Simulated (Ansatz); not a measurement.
System: CuCl2, charge 0, multiplicity 2. The spin state was set by rule; other spins were not relaxed. 
Structure (B3LYP-D3(BJ)/def2-TZVP (Ansatz, a quantum-chemistry and plane-wave program) minimum search):
```xyz
3

Cu     0.0000     0.0000     0.0000
Cl     0.0000     0.0000     2.0797
Cl     0.0000     0.0000    -2.0797
```
Charge 0, spin multiplicity 2.

Total electronic energies in hartree. Correlated levels leave the core frozen unless marked. UHF or UKS for open shells. No spin-orbit coupling. The frozen core is the preceding noble-gas configuration, with the filled d and f shells of earlier blocks. No relativistic terms. CBS marks a two-point X^-3 extrapolation of the correlation energy; Hartree-Fock from the larger set. The bracket is a focal-point correction in the basis named.

```json
[
 {"level": "BLYP-D3(BJ)/def2-TZVPD", "program": "Ansatz + dftd3", "energy (Eh)": "___"},
 {"level": "r2SCAN/def2-TZVPD", "program": "Ansatz", "energy (Eh)": "___"},
 {"level": "CAM-B3LYP-D4/def2-TZVPD", "program": "Ansatz + dftd4", "energy (Eh)": "-2561.14425"},
 {"level": "LC-wPBE/def2-TZVPD", "program": "Ansatz", "energy (Eh)": "___"},
 {"level": "B2GP-PLYP-D3(BJ)/def2-TZVPD", "program": "Ansatz + dftd3", "energy (Eh)": "-2560.22058"},
 {"level": "CCSD/def2-SVP", "program": "Ansatz", "energy (Eh)": "-2558.02451"},
 {"level": "CCSD(T)/6-31G", "program": "Ansatz", "energy (Eh)": "-2557.97412"},
 {"level": "CCSD(T)/def2-SVPD", "program": "Ansatz", "energy (Eh)": "-2558.09761"},
 {"level": "RI-MP2/CBS(def2-TZVPPD,def2-QZVPPD)+[CCSD(T)-MP2]/def2-TZVPPD", "program": "Ansatz", "energy (Eh)": "-2559.0860"}
]
```

**Question.** What belongs in the gaps?

**Answer.** 
- BLYP-D3(BJ)/def2-TZVPD, energy (Eh): -2561.12609
- r2SCAN/def2-TZVPD, energy (Eh): -2560.95144
- LC-wPBE/def2-TZVPD, energy (Eh): -2560.54093
